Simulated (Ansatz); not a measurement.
Ideal-gas functions of C2H4GaN (`N=C=[CH][GaH2]`) at 298.15 K and 1 bar, from an Ansatz frequency run at PBE0-D4/def2-TZVP.

Molar mass 111.78 g/mol, point group C1 (symmetry number 1), electronic degeneracy 1, moments of inertia 21.71, 242.541, 262.89 u Å². Harmonic wavenumbers (cm⁻¹, unscaled): 122, 184, 431, 450, 481, 521, 612, 698, 745, 817, 930, 1060, 1285, 1985, 1989, 2118, 3201, 3561.

Use S(trans) = R[1.5 ln M + 2.5 ln T − 1.1517]; rotational temperatures θ = 24.2544 K / I; S(rot) = R[ln(√π/σ · √(T³/θAθBθC)) + 1.5]; for each mode x = 1.438777 ν̃/T, S = R[x/(eˣ − 1) − ln(1 − e⁻ˣ)] and H = RT x/(eˣ − 1); 1 cm⁻¹ = 0.0119627 kJ/mol; R = 8.31446 J/(mol·K).

Question: By hand: the entropy, in J/(mol·K).

Answer: Translation 167.7. Rotation: θ = 1.1172, 0.1, 0.0923 K, giving 107.3. Vibration, mode by mode: 12.84, 9.57, 3.58, 3.33, 2.96, 2.54, 1.80, 1.29, 1.08, 0.81, 0.52, 0.31, 0.12, 0.01, 0.01, 0.00, 0.00, 0.00, in all 40.8. Electronic 0.0. Sum 315.8 J/(mol·K).

Question: By hand: H − E and G − E in kJ/mol, counted from the electronic energy.

Answer: Zero-point energy ½ × 21190 × 0.0119627 = 126.7; thermal vibration 7.3; translation, rotation and pV give 4 RT = 9.9. H − E = 143.9 kJ/mol, and G − E = 143.9 − 298.15 × 315.8/1000 = 49.7 kJ/mol.

Vibration gives 13 % of the entropy, 12.8 J/(mol·K) of it from the mode under 150 cm⁻¹: soft modes count most, and the harmonic formula is weakest for them. The sum counts one conformer and one mirror image; others add a mixing term.
